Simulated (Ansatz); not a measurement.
Harmonic frequencies (cm⁻¹) at PBE0-D4/def2-TZVP from Ansatz: 137, 262, 283, 336, 348, 626, 789, 1112, 1176.

(1) Which molecule is it?
A. `ClC(Cl)(Cl)Br`
B. `ClCI`
C. `ClC(Cl)Br`
D. `FC(F)(Br)I`

Results:

(1) D.
